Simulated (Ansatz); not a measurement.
`B[SiH2][SiH2]Cl`, relaxed with RKS PBE0-D4/def2-TZVP in the Gaussian-basis code of Ansatz from a PBE-D4/def2-SVP geometry. The force threshold is 0.005 eV/Å; the program also tests the step.

The species carries charge 0 and has multiplicity 1.

Start:

```xyz
10

B     1.149   -0.092    1.079
Si   -0.198   -1.197    0.010
Si   -0.922    0.812   -0.951
Cl    0.801    1.822   -0.037
H     2.336   -0.249    0.869
H     0.799    0.251    2.192
H    -1.323   -1.891    0.732
H     0.304   -2.108   -1.080
H    -0.822    1.130   -2.418
H    -2.124    1.523   -0.395
```

**Question.** By how much does the energy fall, and how many steps does the optimiser take? (An estimate is asked.)

**Answer.** Ansatz gave: 4.04 kJ/mol, in 13 steps.

**Question.** Which bonds change most? (Estimate.)

**Answer.** The calculation gave: Si3–Cl4 from 2.196 to 2.142 Å; B1–H5 from 1.215 to 1.195 Å; B1–H6 from 1.216 to 1.196 Å; Si3–H9 from 1.504 to 1.485 Å.

**Question.** Give the relaxed structure. (Best estimate.)

**Answer.** Ansatz gave: 
```xyz
10

B     1.125   -0.119    1.091
Si   -0.200   -1.192   -0.009
Si   -0.902    0.822   -0.934
Cl    0.831    1.787   -0.125
H     2.300   -0.255    0.925
H     0.744    0.296    2.146
H    -1.297   -1.906    0.699
H     0.337   -2.077   -1.078
H    -0.880    1.117   -2.390
H    -2.058    1.527   -0.325
```
